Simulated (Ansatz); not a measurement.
Job for Ansatz (a quantum-chemistry and plane-wave program): R-CCSD(T)/cc-pV(D+d)Z on BH5OSi (SMILES BO[SiH3]), a point of a torsion scan. Files ending in .json are basis or fitting sets from the Basis Set Exchange.

Ansatz 0.2 input:
```yaml
crystal:
  periodic: [false, false, false]
  atoms:
    - {symbol: B, position_ang: [1.57350969, -0.25632983, 0.30059314]}
    - {symbol: O, position_ang: [0.27980827, -0.05153322, 0.28144219]}
    - {symbol: Si, position_ang: [-1.25075331, 0.14292541, -0.18206981]}
    - {symbol: H, position_ang: [2.08980842, -0.88883094, -0.55306751]}
    - {symbol: H, position_ang: [2.20730942, 0.18866093, 1.19000595]}
    - {symbol: H, position_ang: [-1.60934146, -0.80846910, -1.23856581]}
    - {symbol: H, position_ang: [-2.02991377, -0.10675138, 1.02956905]}
    - {symbol: H, position_ang: [-1.32932000, 1.52290703, -0.65661167]}
basis:
  gaussian:
    orbitals: cc-pV_D+d_Z.json
magnetization: {spin_polarized: false}
correlation: {method: ccsd_t, electrons: outside_noble_gas}
scf: {lower_state_search: off}
```

Q: Give the final energy of this run.

A: -391.8766 hartree (reference determinant -391.4592, T1 diagnostic 0.013).
